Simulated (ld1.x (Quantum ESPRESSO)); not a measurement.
**Debugging a pseudopotential input (boron, ld1.x (Quantum ESPRESSO) 7.5)**

Command:

```bash
ld1.x < B.in > B.out
```

Input:

```
&input
   title='B', zed=5., rel=0, dft='PZ', iswitch=3,
   config='[He] 2s2 2p1',
   nld=2, rlderiv=2.15, eminld=-3.0, emaxld=5.0, deld=0.02
 /
 &inputp
   pseudotype=1, tm=.true., lloc=0,
   nlcc=.true., new_core_ps=.true., rcore=1.00,
   file_pseudopw='B.pp', file_wfcaegen='ae.wfc', file_wfcncgen='nc.wfc'
 /
2
2S  1  0   2.00   0.00  1.70  1.70  0.0
2P  2  1   1.00   0.00  1.95  1.95  0.0
 &test
   configts(1)='2s2 2p1'
 /
```

Output:

```
Program LD1 v.7.5

 %%%%%%%%%%%%%%%%%%%%%%%%%%%%%%%%%%%%%%%%%%%%%%%%%%%%%%%%%%%%%%%%%%%%%%%%%%%%%%
     Error in routine ld1_setup (2):
     mismatch between lloc and l of the wavefunction chosen for local potential
 %%%%%%%%%%%%%%%%%%%%%%%%%%%%%%%%%%%%%%%%%%%%%%%%%%%%%%%%%%%%%%%%%%%%%%%%%%%%%%

     stopping ...
```

Q: This input was made by a single change from one that runs to its end. What was changed?

A: The change: lloc set to 0 without reordering the list of waves. The program refuses the input: "ld1_setup: mismatch between lloc and l of the wavefunction chosen for local potential".
